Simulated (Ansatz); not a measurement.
`C=CCCCCCCCCC[S][Ag]`. The state is a triplet with charge 0. Geometry PBE-D4/def2-SVP, that of the neutral singlet; atoms count from 1.

```xyz
34

C     5.693   -1.139   -0.426
C     4.804   -0.201   -0.799
C     4.056    0.705    0.140
C     2.537    0.440    0.207
C     1.786    0.680   -1.107
C     0.281    0.384   -1.040
C    -0.518    1.314   -0.117
C    -2.034    1.070   -0.129
C    -2.471   -0.278    0.455
C    -3.990   -0.476    0.459
C    -4.426   -1.806    1.071
S    -6.225   -2.172    0.982
Ag   -7.175   -0.331    2.064
H     6.201   -1.781   -1.162
H     5.949   -1.298    0.636
H     4.586   -0.082   -1.877
H     4.487    0.609    1.159
H     4.213    1.764   -0.171
H     2.369   -0.609    0.540
H     2.110    1.087    1.003
H     1.942    1.735   -1.430
H     2.232    0.050   -1.906
H     0.139   -0.674   -0.727
H    -0.147    0.453   -2.065
H    -0.148    1.222    0.928
H    -0.319    2.367   -0.415
H    -2.413    1.157   -1.172
H    -2.537    1.884    0.440
H    -2.081   -0.370    1.495
H    -2.000   -1.109   -0.115
H    -4.389   -0.406   -0.576
H    -4.477    0.353    1.025
H    -3.964   -2.649    0.511
H    -4.070   -1.894    2.119
```

In the def2 sets Ag takes a core potential; there is no spin–orbit coupling. At PBE0-D4/def2-SVP a singlet of charge 0 lies 2.04 eV below the triplet at the same geometry.

**Question.** Estimate the Mulliken populations of the heavy atoms from the PBE0/def2-SVP orbitals of Ansatz.

**Answer.** 
| atom | charge (e) | spin (α − β) | d electrons |
| --- | --- | --- | --- |
| C1 | -0.09 | 0.00 | – |
| C2 | -0.13 | 0.00 | – |
| C3 | 0.00 | 0.00 | – |
| C4 | -0.09 | 0.00 | – |
| C5 | -0.06 | 0.00 | – |
| C6 | -0.07 | 0.00 | – |
| C7 | -0.06 | 0.00 | – |
| C8 | -0.05 | 0.00 | – |
| C9 | -0.10 | 0.00 | – |
| C10 | -0.06 | 0.02 | – |
| C11 | -0.17 | -0.05 | – |
| S12 | 0.03 | 1.00 | – |
| Ag13 | -0.17 | 0.98 | 9.83 |
Mulliken values depend strongly on the basis.

**Question.** Where does the spin sit?

**Answer.** Summed by element: C -0.02, S 1.00, Ag 0.98, H 0.04, of 2 unpaired in all. Largest on single atoms: S12 1.00, Ag13 0.98, C11 -0.05.

**Question.** And the Mayer bond orders between heavy atoms (over 0.3)?

**Answer.** S12–Ag13 0.63 (2.34 Å); C1–C2 2.01 (1.35 Å); C2–C3 1.04 (1.50 Å); C3–C4 1.07 (1.54 Å); C4–C5 1.06 (1.53 Å); C5–C6 1.09 (1.54 Å); C6–C7 1.06 (1.53 Å); C7–C8 1.09 (1.53 Å); C8–C9 1.06 (1.53 Å); C9–C10 1.07 (1.53 Å); C10–C11 1.01 (1.53 Å); C11–S12 1.01 (1.84 Å).
